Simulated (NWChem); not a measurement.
System: C3H4N2; SMILES C/C=N/C#N

Parts of the log:

```
             Northwest Computational Chemistry Package (NWChem) 7.3.0
             --------------------------------------------------------

                             Geometry "geometry" -> ""
                             -------------------------

 Output coordinates in angstroms (scale by  1.889725989 to convert to a.u.)

  No.       Tag          Charge          X              Y              Z
 ---- ---------------- ---------- -------------- -------------- --------------
    1 C                    6.0000    -0.12464100    -2.25055000     0.00000000
    2 C                    6.0000     0.34139200    -0.84550000     0.00000000
    3 N                    7.0000    -0.48037300     0.13428100     0.00000000
    4 C                    6.0000    -0.04972400     1.39494500     0.00000000
    5 N                    7.0000     0.22145700     2.52659100     0.00000000
    6 H                    1.0000     0.27287700    -2.77922500    -0.88237100
    7 H                    1.0000     0.27287700    -2.77922500     0.88237100
    8 H                    1.0000    -1.22086200    -2.29787000     0.00000000
    9 H                    1.0000     1.43355800    -0.67319500     0.00000000

 Effective nuclear repulsion energy (a.u.)     141.7283578191

                              NWChem Property Module
                              ----------------------

  itol2e modified to match energy
  convergence criterion.

                                 NWChem DFT Module
                                 -----------------

 Summary of "ao basis" -> "ao basis" (spherical)
 ------------------------------------------------------------------------------
       Tag                 Description            Shells   Functions and Types
 ---------------- ------------------------------  ------  ---------------------
 C                          pcsseg-1                 7       17   3s3p1d
 N                          pcsseg-1                 7       17   3s3p1d
 H                          pcsseg-1                 3        5   2s1p

  itol2e modified to match energy
  convergence criterion.

            General Information
            -------------------
          SCF calculation type: DFT
          Wavefunction type:  closed shell.
          No. of atoms     :     9
          No. of electrons :    36
           Alpha electrons :    18
            Beta electrons :    18
          Charge           :     0
          Spin multiplicity:     1
          Use of symmetry is: off; symmetry adaption is: off
          Maximum number of iterations: 150
          AO basis - number of functions:   105
                     number of shells:    47
          Convergence on energy requested:  1.00D-07
          Convergence on density requested:  1.00D-05
          Convergence on gradient requested:  5.00D-04

              XC Information
              --------------
                         PBE0 Method XC Functional
                     Hartree-Fock (Exact) Exchange  0.250
          PerdewBurkeErnzerhof Exchange Functional  0.750
            Perdew 1991 LDA Correlation Functional  1.000 local
           PerdewBurkeErnz. Correlation Functional  1.000 non-local

             Grid Information
             ----------------
          Grid used for XC integration:  fine
          Radial quadrature: Mura-Knowles
          Angular quadrature: Lebedev.
          Tag              B.-S. Rad. Rad. Pts. Rad. Cut. Ang. Pts.
          ---              ---------- --------- --------- ---------
          C                   0.70       70          12.0       590
          N                   0.65       70          13.0       590
          H                   0.35       60          12.0       590
          Grid pruning is: on
          Number of quadrature shells:   590
          Spatial weights used:  Erf1

      Superposition of Atomic Density Guess
      -------------------------------------

 Sum of atomic energies:        -223.52672656

      Non-variational initial energy
      ------------------------------

 Total energy =    -226.245283
 1-e energy   =    -580.957679
 2-e energy   =     212.984038
 HOMO         =      -0.335520
 LUMO         =      -0.051235

   convergence    iter        energy       DeltaE   RMS-Dens  Diis-err
 ---------------- ----- ----------------- --------- --------- ---------
 d= 0,ls=0.0,diis     1   -225.7611703190 -3.67D+02  1.37D-02  1.01D+00
 d= 0,ls=0.0,diis     2   -225.4088585478  3.52D-01  1.01D-02  3.85D+00
 d= 0,ls=0.0,diis     3   -225.8844857097 -4.76D-01  1.87D-03  7.60D-02
 d= 0,ls=0.0,diis     4   -225.8892441355 -4.76D-03  9.26D-04  3.42D-02
 d= 0,ls=0.0,diis     5   -225.8925405698 -3.30D-03  2.88D-04  2.83D-03
  Resetting Diis
 d= 0,ls=0.0,diis     6   -225.8928437923 -3.03D-04  6.88D-05  7.35D-05
 d= 0,ls=0.0,diis     7   -225.8928534561 -9.66D-06  3.76D-05  9.06D-06
 d= 0,ls=0.0,diis     8   -225.8928524099  1.05D-06  2.32D-05  1.68D-05
 d= 0,ls=0.0,diis     9   -225.8928545719 -2.16D-06  4.09D-06  8.13D-07
 d= 0,ls=0.0,diis    10   -225.8928546556 -8.37D-08  1.11D-06  3.53D-08

         Total DFT energy =     -225.892854655628
      One electron energy =     -584.343758674295
           Coulomb energy =      247.924126119808
    Exchange-Corr. energy =      -31.201579920291
 Nuclear repulsion energy =      141.728357819150

 Numeric. integr. density =       36.000000703103

                       DFT Final Molecular Orbital Analysis
                       ------------------------------------

 Vector   16  Occ=2.000000D+00  E=-3.766474D-01
              MO Center=  2.5D-01,  1.9D+00,  1.8D-09, r^2= 2.8D+00
   Bfn.  Coefficient  Atom+Function         Bfn.  Coefficient  Atom+Function
  ----- ------------  ---------------      ----- ------------  ---------------
    76      0.248425  5 N  py                71      0.240883  5 N  s
    75      0.215621  5 N  px                70      0.211460  5 N  s
    79      0.211158  5 N  py                59     -0.197383  4 C  py
    78      0.160337  5 N  px                73      0.130273  5 N  py
    61      0.129326  4 C  px                58      0.126870  4 C  px

 Vector   17  Occ=2.000000D+00  E=-3.216386D-01
              MO Center=  7.1D-02,  1.0D+00, -5.8D-09, r^2= 3.4D+00
   Bfn.  Coefficient  Atom+Function         Bfn.  Coefficient  Atom+Function
  ----- ------------  ---------------      ----- ------------  ---------------
    77      0.304552  5 N  pz                80      0.243392  5 N  pz
    60      0.224016  4 C  pz                26     -0.211314  2 C  pz
    43     -0.198782  3 N  pz                46     -0.199317  3 N  pz
    29     -0.181532  2 C  pz                63      0.168102  4 C  pz
    74      0.149434  5 N  pz                86     -0.105926  6 H  s

 Vector   18  Occ=2.000000D+00  E=-3.039923D-01
              MO Center= -2.1D-01,  9.8D-01,  2.1D-09, r^2= 2.7D+00
   Bfn.  Coefficient  Atom+Function         Bfn.  Coefficient  Atom+Function
  ----- ------------  ---------------      ----- ------------  ---------------
    44      0.321645  3 N  px                41      0.302379  3 N  px
    75     -0.261419  5 N  px                78     -0.226630  5 N  px
    37     -0.199683  3 N  s                 58     -0.170436  4 C  px
    38      0.152947  3 N  px               101     -0.152573  9 H  s
    36     -0.137686  3 N  s                 72     -0.129360  5 N  px

 Vector   19  Occ=0.000000D+00  E=-7.628159D-02
              MO Center=  1.4D-01, -1.7D-01,  9.0D-10, r^2= 3.2D+00
   Bfn.  Coefficient  Atom+Function         Bfn.  Coefficient  Atom+Function
  ----- ------------  ---------------      ----- ------------  ---------------
    29      0.582641  2 C  pz                46     -0.400438  3 N  pz
    26      0.384229  2 C  pz                80      0.257955  5 N  pz
    43     -0.243333  3 N  pz                77      0.187393  5 N  pz
    23      0.173610  2 C  pz                87      0.159855  6 H  s
    92     -0.159855  7 H  s                 86      0.130934  6 H  s

 Vector   20  Occ=0.000000D+00  E= 3.241010D-02
              MO Center=  8.6D-01, -4.5D-01, -2.1D-09, r^2= 6.1D+00
   Bfn.  Coefficient  Atom+Function         Bfn.  Coefficient  Atom+Function
  ----- ------------  ---------------      ----- ------------  ---------------
   102      1.137716  9 H  s                 20     -0.872848  2 C  s
     3     -0.670992  1 C  s                 27     -0.546443  2 C  px
    87      0.549052  6 H  s                 92      0.549052  7 H  s
    11      0.399419  1 C  py                54      0.375799  4 C  s
    71     -0.300519  5 N  s                 61      0.284928  4 C  px

[...]

          -----------------------------------------
          Chemical Shielding Tensors (GIAO, in ppm)
          -----------------------------------------

                                NWChem CPHF Module
                                ------------------

  scftype          =     RHF
  nclosed          =       18
  nopen            =        0
  variables        =     1566
  # of vectors     =        3
  tolerance        = 0.10D-03
  level shift      = 0.00D+00
  max iterations   =       50
  max subspace     =       30

 SCF residual:    1.3539698214162343E-004

Iterative solution of linear equations
  No. of variables     1566
  No. of equations        3
  Maximum subspace       30
        Iterations       50
       Convergence  1.0D-04

   iter   nsub   residual    time
   ----  ------  --------  ---------
     1      3    8.31D-01      50.3
     2      6    5.22D-02      53.4
     3      9    4.06D-03      56.1
     4     12    5.44D-04      59.8
     5     15    4.73D-05      63.6

      Atom:    1  C
        Diamagnetic
    244.0719      4.7485     -0.0000
      4.7485    260.7677     -0.0000
     -0.0000     -0.0000    242.7650

        Paramagnetic
    -95.7466     17.7639      0.0000
     17.7639    -89.3709     -0.0000
      0.0000     -0.0000    -92.3746

        Total Shielding Tensor
    148.3253     22.5124      0.0000
     22.5124    171.3968     -0.0000
      0.0000     -0.0000    150.3904

           isotropic =     156.7042
          anisotropy =      42.6792

          Principal Components and Axis System
                 1           2           3
              185.1570    150.3904    134.5652

      1         0.5215      0.0000      0.8532
      2         0.8532     -0.0000     -0.5215
      3        -0.0000      1.0000     -0.0000

      Atom:    2  C
        Diamagnetic
    256.9648     -5.1372      0.0000
     -5.1372    268.5766     -0.0000
      0.0000     -0.0000    239.8407

        Paramagnetic
   -331.5015    -27.4477     -0.0000
    -27.4477   -343.8124     -0.0000
     -0.0000     -0.0000   -111.5410

        Total Shielding Tensor
    -74.5367    -32.5849     -0.0000
    -32.5849    -75.2359     -0.0000
     -0.0000     -0.0000    128.2998

           isotropic =      -7.1576
          anisotropy =     203.1861

          Principal Components and Axis System
                 1           2           3
              128.2998   -107.4731    -42.2995

      1        -0.0000      0.7033      0.7109
      2        -0.0000      0.7109     -0.7033
      3         1.0000      0.0000      0.0000

      Atom:    3  N
        Diamagnetic
    320.1984     -5.1072      0.0000
     -5.1072    349.2326     -0.0000
      0.0000     -0.0000    316.2674

        Paramagnetic
   -366.4090    -26.3081     -0.0000
    -26.3081   -688.4624     -0.0000
     -0.0000     -0.0000   -114.8021

        Total Shielding Tensor
    -46.2106    -31.4152     -0.0000
    -31.4152   -339.2298     -0.0000
     -0.0000     -0.0000    201.4653

           isotropic =     -61.3250
          anisotropy =    -421.8525

          Principal Components and Axis System
                 1           2           3
             -342.5600    201.4653    -42.8804

      1         0.1054     -0.0000      0.9944
      2         0.9944     -0.0000     -0.1054
      3         0.0000      1.0000      0.0000

      Atom:    4  C
        Diamagnetic
    245.2846     10.9831      0.0000
     10.9831    286.5545      0.0000
      0.0000      0.0000    241.5741

        Paramagnetic
   -274.7689     59.2395      0.0000
     59.2395     -1.9564      0.0000
      0.0000      0.0000   -297.8228

        Total Shielding Tensor
    -29.4843     70.2226      0.0000
     70.2226    284.5981      0.0000
      0.0000      0.0000    -56.2487

           isotropic =      66.2884
          anisotropy =     349.9426

          Principal Components and Axis System
                 1           2           3
              299.5834    -56.2487    -44.4697

      1         0.2087     -0.0000      0.9780
      2         0.9780      0.0000     -0.2087
      3         0.0000      1.0000      0.0000

      Atom:    5  N
        Diamagnetic
    333.7499      2.1553     -0.0000
      2.1553    343.2407      0.0000
     -0.0000      0.0000    334.0469

        Paramagnetic
   -452.9822     89.7621     -0.0000
     89.7621   -224.2028     -0.0000
     -0.0000     -0.0000   -434.1999

        Total Shielding Tensor
   -119.2322     91.9174     -0.0000
     91.9174    119.0379      0.0000
     -0.0000      0.0000   -100.1530

           isotropic =     -33.4491
          anisotropy =    -175.6808

          Principal Components and Axis System
                 1           2           3
             -150.5696    150.3753   -100.1530

      1         0.9465      0.3227     -0.0000
      2        -0.3227      0.9465      0.0000
      3         0.0000     -0.0000      1.0000

      Atom:    6  H
        Diamagnetic
     23.4221     -2.0903     -3.6280
     -2.0903     31.4886      7.2100
     -3.6280      7.2100     30.9351

        Paramagnetic
      3.6532      0.9929      2.0852
      0.9929     -2.1879     -3.9872
      2.0852     -3.9872     -0.5114

        Total Shielding Tensor
     27.0753     -1.0975     -1.5427
     -1.0975     29.3007      3.2228
     -1.5427      3.2228     30.4238

           isotropic =      28.9333
          anisotropy =       7.1105

          Principal Components and Axis System
                 1           2           3
               33.6736     26.7126     26.4136

      1        -0.2751      0.6128      0.7408
      2         0.6142      0.7048     -0.3550
      3         0.7397     -0.3573      0.5703

      Atom:    7  H
        Diamagnetic
     36.8915      4.1485     -0.0000
      4.1485     27.6989     -0.0000
     -0.0000     -0.0000     21.4928

        Paramagnetic
     -3.9610     -2.5290      0.0000
     -2.5290      0.5995      0.0000
      0.0000      0.0000      4.2414

        Total Shielding Tensor
     32.9306      1.6195      0.0000
      1.6195     28.2984      0.0000
      0.0000      0.0000     25.7343

           isotropic =      28.9877
          anisotropy =       6.6793

          Principal Components and Axis System
                 1           2           3
               33.4406     27.7883     25.7343

      1         0.9538     -0.3004      0.0000
      2         0.3004      0.9538     -0.0000
      3         0.0000      0.0000      1.0000

      Atom:    8  H
        Diamagnetic
     40.1147      0.5918      0.0000
      0.5918     26.6806      0.0000
      0.0000      0.0000     20.2945

        Paramagnetic
    -17.6451     -2.3636     -0.0000
     -2.3636     -2.1042     -0.0000
     -0.0000     -0.0000      1.5308

        Total Shielding Tensor
     22.4696     -1.7719     -0.0000
     -1.7719     24.5764     -0.0000
     -0.0000     -0.0000     21.8253

           isotropic =      22.9571
          anisotropy =       3.9409

          Principal Components and Axis System
                 1           2           3
               25.5844     21.8253     21.4617

      1        -0.4945     -0.0000      0.8692
      2         0.8692     -0.0000      0.4945
      3        -0.0000      1.0000      0.0000
```

Level: PBE0/pcSseg-1, GIAO. Coordinates come from a PBE0/def2-SVP optimisation. The output numbers the shielded atoms by their place in the input's list. The printed shielding anisotropy is the first printed principal value minus the mean of the other two.

Which NWChem input produces such a log?

Several could match; the one computed here: the input that was run:
```
start job
memory heap 200 mb stack 900 mb global 1100 mb
geometry units angstroms noautosym nocenter noautoz
  C     -0.124641    -2.250550     0.000000
  C      0.341392    -0.845500     0.000000
  N     -0.480373     0.134281     0.000000
  C     -0.049724     1.394945     0.000000
  N      0.221457     2.526591     0.000000
  H      0.272877    -2.779225    -0.882371
  H      0.272877    -2.779225     0.882371
  H     -1.220862    -2.297870     0.000000
  H      1.433558    -0.673195     0.000000
end
basis spherical
  * library pcsseg-1
end
dft
  xc pbe0
  iterations 150
end
property
  shielding 8 1 2 3 4 5 6 8 9
end
task dft property
```
